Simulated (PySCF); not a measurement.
# Trend along group 15: MZn molecules

PBE0 with double-zeta basis sets in PySCF, for the lowest determinant that a PBE0 search found; no spin–orbit coupling. De refers to high-spin ground-configuration atoms. A positive dipole means M(−)Zn(+).

| M | basis | state (unpaired electrons) | Re (Å) | ωe (cm⁻¹) | De (eV) | μ (D) |
| --- | --- | --- | --- | --- | --- | --- |
| N | x2c-SVPall | quartet (σ ↑, π ↑↑) | 2.094 | 294 | 0.25 | 1.30 |
| P | def2-SVP | quartet (σ ↑, π ↑↑) | 2.457 | 218 | 0.47 | 1.40 |
| As | cc-pVDZ-PP | quartet (σ ↑, π ↑↑) | 2.557 | 154 | 0.37 | 0.34 |
| Sb | def2-SVP | quartet (σ ↑, π ↑↑) | 2.789 | 124 | 0.35 | 0.99 |
| Bi | def2-SVP | quartet (σ ↑, π ↑↑) | 2.895 | 104 | 0.32 | 0.70 |

The shortest bond is that of ZnN (2.094 Å), the longest that of ZnBi (2.895 Å).

The rows differ in basis set, which adds steps of its own.

Down a group the atoms grow and get heavier, so bonds lengthen and wavenumbers fall; this series shows no clear exception.

Weak bonds: ZnAs, ZnBi, ZnN, ZnP, ZnSb. Basis-set superposition, not corrected here, can be much of De in a small basis, most of all at correlated wavefunction levels. Functionals without a dispersion term scatter widely for such bonds, and LDA overbinds them. These are scalar-relativistic numbers at best; spin–orbit coupling would shift them, the dissociation energy most. States were picked by a PBE0 search and need not be the measured ground states.
